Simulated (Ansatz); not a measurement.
CH$_{8}$GeOSi (`[OH][GeH2][CH2][SiH3]`). Total charge 0; spin multiplicity 1. All single points use the PBE0-D4/def2-TZVP geometry. It is one conformer, not always the lowest.

```xyz
12

O     0.539    0.371    2.251
Ge    0.858   -0.821    0.962
C    -0.570   -0.724   -0.369
Si   -0.627    0.907   -1.277
H     0.549    1.275    1.928
H     0.874   -2.165    1.703
H     2.223   -0.526    0.304
H    -1.516   -0.896    0.154
H    -0.436   -1.538   -1.087
H     0.591    1.065   -2.115
H    -0.660    2.035   -0.303
H    -1.826    1.019   -2.151
```

(1) What is the dipole moment at PBE/def2-TZVPP? (Estimate.)

(2) And with r2SCAN, B3LYP, ωB97M-V? (An estimate is asked.)

(3) Give the Mulliken charges with PBE, B3LYP, ωB97M-V in def2-TZVPP. (Best estimate.)

Results:

(1) The calculation gave: 1.39 D, with components (-0.28, -0.36, -1.31) D in this frame, pointing from negative to positive charge.

(2) Ansatz gave: r2SCAN 1.45 D, B3LYP 1.52 D, ωB97M-V 1.52 D.

(3) Ansatz gave: 
```tsv
atom	PBE	B3LYP	ωB97M-V
O1	-0.39	-0.43	-0.43
Ge2	0.34	0.39	0.35
C3	-0.32	-0.36	-0.46
Si4	0.18	0.26	0.17
H5	0.17	0.17	0.16
H6	-0.01	-0.01	0.02
H7	-0.04	-0.03	0.00
H8	0.12	0.12	0.15
H9	0.11	0.11	0.14
H10	-0.05	-0.06	-0.02
H11	-0.07	-0.08	-0.04
H12	-0.05	-0.06	-0.03
```

B3LYP here is the variant with VWN-RPA as its local correlation; programs differ in this.
